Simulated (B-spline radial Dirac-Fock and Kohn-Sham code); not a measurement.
Ionisation of each subshell: I¹⁹⁺

System: I¹⁹⁺ in the configuration 1s2 2s2 2p6 3s2 3p6 3d10 4s2 4p4; nuclear rms radius 4.75 fm (A = 127).

The run's input, task.json:

```json
{"items": [{
  "Z": 53,
  "q": 19,
  "cfg": [[1, 0, 2], [2, 0, 2], [2, 1, 6], [3, 0, 2], [3, 1, 6], [3, 2, 10], [4, 0, 2], [4, 1, 4]],
  "A": 127,
  "rrms": 4.75,
  "do": ["binding"]
}]}
```

Launch: `python xray_run.py task.json out`

Level of theory: relaxed Dirac-Fock hole states (ΔSCF) with Breit and QED corrections and a finite nucleus; a radial atomic solver. Correlation and solid-state effects are left out. Energies are counted from the vacuum level. Subshells whose hole state is unreliable or did not converge are left out.

All terms are in eV, carry their sign (relaxation lowers the binding energy) and add up to the binding energy; ⟨r⟩ is the mean radius of the orbital in the initial state.

```csv
subshell,−ε (Koopmans),relaxation,Breit,QED,binding energy,⟨r⟩ (bohr)
K,33885.7,-52.24,-77.18,-39.19,33717.1,0.027
L1,5772.1,-22.15,-7.48,-4.95,5737.5,0.116
L2,5434.7,-25.48,-12.45,0.36,5397.1,0.098
M1,1598.0,-4.88,-1.23,-1.04,1590.9,0.309
M2,1457.6,-5.28,-2.11,0.07,1450.3,0.300
M4,1155.7,-6.29,-0.78,0.11,1148.8,0.281
M5,1143.4,-6.12,-0.44,0.07,1136.9,0.285
N1,637.8,-0.51,-0.32,-0.27,636.8,0.675
"N2,3",574.1,-0.50,-0.38,0.00,573.2,0.704
```

For the deepest level, K (1s), the Breit terms make up -0.229 % of the binding energy, QED -0.116 % and orbital relaxation -0.155 %.

Spin-orbit splittings: 3d 11.90 eV.

Going to the tabulated ground configuration of the next ion removes an electron from N2,3 (4p), computed at 573.2 eV. NIST lists 569 ± 4 eV as the ionisation energy of this species (theoretical), -4.24 eV from the computed value. Where a p, d or f shell is open in either ion the computed value averages over both j values and all terms, while the table refers to the lowest levels; that difference holds spin-orbit splitting (largest in heavy or highly charged ions), term energies where several electrons share open shells, and correlation, and it can reach 10 % or more.
